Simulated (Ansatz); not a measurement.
Consider the substitution at a C–N bond: `CNN` + `OC1N[SiH2]1` → `CN1[SiH2]C1O` + `NN`.

Calculated with Ansatz (gas phase, PBE0-D4/def2-TZVP geometries, no zero-point term in ΔE). CCSD(T)/CBS is the MP2 limit (def2-TZVPP, def2-QZVPP) plus CCSD(T) − MP2 in def2-TZVPP, frozen cores. This one scheme is used for every species. DFT in def2-TZVPP. B3LYP here is the variant with VWN-RPA as its local correlation; programs differ in this. Each species was taken in one conformer, which may not be the lowest.

```json
{"level": "B3LYP-D4", "ΔE (kJ/mol)": "-8.0"}
{"level": "ωB97X-V", "ΔE (kJ/mol)": "-3.8"}
```

(1) What does CCSD(T)/CBS give? (Best estimate.)

Largest T1 diagnostic among the species: 0.013.

## Answers

(1) Computed: -4.5 kJ/mol. The listed levels differ from it by -3.5, 0.7 kJ/mol.

In def2-TZVPP, CCSD(T) changes the Hartree–Fock value by −4.1 kJ/mol (the triples alone add −1.1 kJ/mol) and MP2 by −6.3 kJ/mol. The D4 term adds −3.3 kJ/mol with B3LYP and −2.1 kJ/mol with PBE0; it sums over pairs of atoms, weighted by their polarisabilities, and B3LYP, whose exchange is more repulsive, gets the larger term.
